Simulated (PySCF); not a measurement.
## Circular dichroism: `InChI=1S/C5H6F2O/c1-2-3(6)4-5(7)8-4/h2-5H,1H2/t3-,4+,5+/m1/s1`

Molfile (atoms numbered from 1):
```
C5H6F2O
     RDKit          3D

 14 14  0  0  0  0  0  0  0  0999 V2000
   -2.0427    1.2261    0.0075 C   0  0  0  0  0  0  0  0  0  0  0  0
   -1.0799    0.4442    0.4551 C   0  0  0  0  0  0  0  0  0  0  0  0
   -0.4302   -0.6440   -0.3543 C   0  0  1  0  0  0  0  0  0  0  0  0
   -1.0543   -0.7922   -1.5726 F   0  0  0  0  0  0  0  0  0  0  0  0
    1.0337   -0.3228   -0.6095 C   0  0  2  0  0  0  0  0  0  0  0  0
    1.9788   -1.3645   -0.4998 O   0  0  0  0  0  0  0  0  0  0  0  0
    2.0172   -0.4057    0.4691 C   0  0  2  0  0  0  0  0  0  0  0  0
    1.5948   -0.7764    1.7024 F   0  0  0  0  0  0  0  0  0  0  0  0
   -2.4313    1.1226   -0.9914 H   0  0  0  0  0  0  0  0  0  0  0  0
   -2.4836    1.9880    0.6258 H   0  0  0  0  0  0  0  0  0  0  0  0
   -0.6866    0.5306    1.4576 H   0  0  0  0  0  0  0  0  0  0  0  0
   -0.5104   -1.6122    0.1590 H   0  0  0  0  0  0  0  0  0  0  0  0
    1.2037    0.3716   -1.4275 H   0  0  0  0  0  0  0  0  0  0  0  0
    2.8901    0.2343    0.5465 H   0  0  0  0  0  0  0  0  0  0  0  0
  1  2  2  0
  2  3  1  0
  3  4  1  0
  3  5  1  0
  5  6  1  0
  6  7  1  0
  7  8  1  0
  7  5  1  0
  1  9  1  0
  1 10  1  0
  2 11  1  0
  3 12  1  1
  5 13  1  6
  7 14  1  1
M  END
```

Computed with PySCF, TDDFT CAM-B3LYP/def2-SVPD circular dichroism and optical rotation, one conformer, gas phase. Geometry: GFN2-xTB.

The molecule is flexible and this is one conformer; a measurement averages over conformers. States above about 9.4 eV (minus the energy of the highest occupied orbital) lie near or above the ionisation threshold and depend on the basis.

Task: What are the CIP labels of the stereocentres?

Result: C3 R, C5 S, C7 R.

Task: Which excitations and rotatory strengths does the calculation give?

Result: Rotatory strengths R in 10⁻⁴⁰ esu² cm², velocity form and length form (origin at the centre of mass); f in length form.
```tsv
state	E (eV)	λ (nm)	f	R (velocity)	R (length)	main
1	7.60	163	0.465	+89.4	+87.7	HOMO→LUMO 0.93
2	7.71	161	0.060	+23.2	+25.9	HOMO→LUMO+1 0.48, HOMO→LUMO+2 0.41
3	8.04	154	0.007	-45.0	-45.3	HOMO−1→LUMO 0.53, HOMO−3→LUMO 0.34
4	8.45	147	0.022	-7.9	-7.9	HOMO→LUMO+2 0.36, HOMO→LUMO+1 0.26
5	8.51	146	0.026	-2.1	-2.5	HOMO→LUMO+3 0.75
6	8.74	142	0.013	+4.4	+3.1	HOMO−1→LUMO+1 0.25, HOMO→LUMO+4 0.25
7	8.79	141	0.017	-26.1	-25.6	HOMO−2→LUMO 0.50, HOMO−1→LUMO 0.22
8	8.83	140	0.011	-0.4	+0.4	HOMO−2→LUMO 0.30, HOMO−3→LUMO 0.16
9	9.00	138	0.006	+6.4	+5.8	HOMO→LUMO+4 0.29, HOMO−2→LUMO+1 0.18
10	9.11	136	0.007	+8.7	+8.6	HOMO→LUMO+6 0.33, HOMO−2→LUMO+1 0.08
11	9.14	136	0.011	+1.4	+0.4	HOMO−1→LUMO+2 0.29, HOMO−2→LUMO+2 0.12
12	9.27	134	0.013	+3.5	+3.9	HOMO−1→LUMO+3 0.21, HOMO→LUMO+5 0.15
13	9.34	133	0.015	-10.4	-11.2	HOMO−1→LUMO+4 0.14, HOMO−1→LUMO+1 0.12
14	9.42	132	0.013	+25.1	+27.2	HOMO−1→LUMO+3 0.17, HOMO−1→LUMO+4 0.10
15	9.50	131	0.008	+7.6	+6.8	HOMO−4→LUMO 0.16, HOMO−1→LUMO+3 0.15
16	9.59	129	0.030	+25.2	+24.3	HOMO−2→LUMO+1 0.30, HOMO−2→LUMO+2 0.24
```

For state 8 the two forms differ in sign, so the sign of R isn't settled.

Among the states computed, the strongest CD band (largest |R|) is state 1. The largest dissymmetry factor in size, g = 4R/(D+G), with D and G the electric and magnetic dipole strengths, is -0.077 for state 3 (velocity form, f = 0.007), among bands with |R| over 0.5. The mirror image has the same energies and oscillator strengths and all R with the opposite sign.
